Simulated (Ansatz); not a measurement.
The inner images of a band of CH7GaInN (11 atoms, charge 0, multiplicity 1) are given out of order.

Method: RKS PBE0-D4/def2-SVP (Ansatz).

Image 0:

```xyz
11
Properties=species:S:1:pos:R:3
C -0.874 1.528 -0.090
N 0.124 1.072 0.839
Ga 1.003 -0.526 0.890
In 0.421 -2.293 -0.955
H -0.560 2.426 -0.657
H -1.839 1.770 0.395
H -1.086 0.744 -0.837
H 0.346 1.761 1.551
H 2.028 -0.620 2.084
H 1.283 -2.389 -2.467
H -0.847 -3.475 -0.754
```

Image 6:

```xyz
11
Properties=species:S:1:pos:R:3
C -0.144 1.917 1.125
N -0.357 0.809 0.228
Ga 0.622 -0.725 0.099
In -0.034 -2.518 -1.695
H -1.002 2.091 1.801
H 0.050 2.868 0.592
H 0.732 1.721 1.761
H -1.156 0.946 -0.382
H 1.806 -0.772 1.140
H 0.824 -2.688 -3.204
H -1.342 -3.649 -1.465
```

Put them in order from the first end to the last, with their energies above the first end.
A.
```xyz
11
Properties=species:S:1:pos:R:3
C -0.306 1.941 -0.355
N -0.498 0.830 0.554
Ga 0.823 -0.508 0.629
In -0.008 -2.815 -0.299
H 0.518 2.640 -0.096
H -1.226 2.546 -0.445
H -0.094 1.570 -1.374
H -0.786 1.166 1.472
H 2.264 -0.124 1.191
H 0.061 -3.224 -1.993
H -0.750 -4.023 0.717
```
B.
```xyz
11
Properties=species:S:1:pos:R:3
C -0.127 2.088 -0.293
N -0.345 0.855 0.433
Ga 0.835 -0.543 0.582
In -0.153 -2.903 0.037
H 0.715 2.672 0.116
H -1.022 2.729 -0.261
H 0.087 1.921 -1.366
H -1.318 0.704 0.665
H 2.345 -0.105 0.690
H -0.036 -3.369 -1.650
H -0.981 -4.047 1.047
```
C.
```xyz
11
Properties=species:S:1:pos:R:3
C -0.699 1.721 -0.258
N 0.083 1.097 0.775
Ga 0.859 -0.552 0.873
In 0.290 -2.504 -0.782
H -0.249 2.671 -0.601
H -1.736 1.951 0.054
H -0.765 1.067 -1.142
H 0.249 1.714 1.564
H 1.801 -0.660 2.134
H 0.577 -2.545 -2.499
H -0.410 -3.961 -0.118
```
D.
```xyz
11
Properties=species:S:1:pos:R:3
C -0.535 1.890 -0.344
N -0.217 0.972 0.721
Ga 0.846 -0.531 0.695
In 0.172 -2.703 -0.603
H 0.149 2.762 -0.349
H -1.563 2.291 -0.286
H -0.426 1.407 -1.328
H -0.230 1.442 1.621
H 2.004 -0.470 1.773
H 0.286 -3.075 -2.295
H -0.486 -3.985 0.395
```
E.
```xyz
11
Properties=species:S:1:pos:R:3
C -0.038 2.198 -0.195
N -0.371 0.827 0.125
Ga 0.773 -0.592 0.255
In -0.248 -2.998 0.159
H 0.382 2.763 0.658
H -0.925 2.751 -0.542
H 0.700 2.251 -1.012
H -1.359 0.687 0.300
H 2.294 -0.176 0.196
H -0.279 -3.780 -1.403
H -0.930 -3.931 1.460
```

C (+3.3 kJ/mol), D (+34.1 kJ/mol), A (+64.1 kJ/mol), B (+28.3 kJ/mol), E (+11.8 kJ/mol).

Run time: 5.5 min on 2 threads of Arm Neoverse V2, with other jobs on the host, peak memory 0.34 GiB.
